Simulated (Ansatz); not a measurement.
Relaxation of CH₆AlO₂ (10 atoms, charge 1, multiplicity 1), to a largest force component of 0.02 eV/Å in at most 50 steps.

The calculation used Ansatz 0.2.0, UKS BLYP/def2-SVP.

```xyz
10
Properties=species:S:1:pos:R:3
C -1.061 0.306 -1.292
Al 0.129 -0.504 0.039
O 0.923 -1.774 0.669
O 0.721 0.834 1.209
H -0.498 0.664 -2.156
H -1.605 1.151 -0.863
H -1.784 -0.427 -1.652
H 1.296 -2.624 0.876
H 0.543 1.784 1.251
H 1.337 0.590 1.920
```

Task: Where does it end, and by what steps?

Result: It converged. After 8 steps the energy has fallen by 0.126 eV; H8 moved furthest, 0.38 Å.

| step | energy less start (eV) | largest force component (eV/Å) | accepted |
| --- | --- | --- | --- |
| 0 | 0.0000 | 1.046 | yes |
| 1 | -0.0657 | 0.537 | yes |
| 2 | -0.0857 | 0.130 | yes |
| 3 | -0.0886 | 0.132 | yes |
| 4 | -0.1139 | 0.413 | yes |
| 5 | -0.1203 | 0.159 | yes |
| 6 | -0.1251 | 0.102 | yes |
| 7 | -0.1259 | 0.061 | yes |
| 8 | -0.1261 | 0.013 | yes |

```xyz
10
Properties=species:S:1:pos:R:3
C -1.058 0.247 -1.295
Al 0.132 -0.413 0.069
O 0.957 -1.706 0.753
O 0.788 0.907 1.284
H -0.478 0.638 -2.157
H -1.717 1.057 -0.922
H -1.699 -0.580 -1.664
H 1.044 -2.661 0.597
H 0.618 1.873 1.335
H 1.412 0.640 1.999
```

Whether the end is a true minimum wasn't checked by a vibrational analysis.

Run time: 16 s on 2 threads of Intel(R) Xeon(R) Platinum 8488C (Sapphire Rapids), on a shared host, peak memory 0.17 GiB.
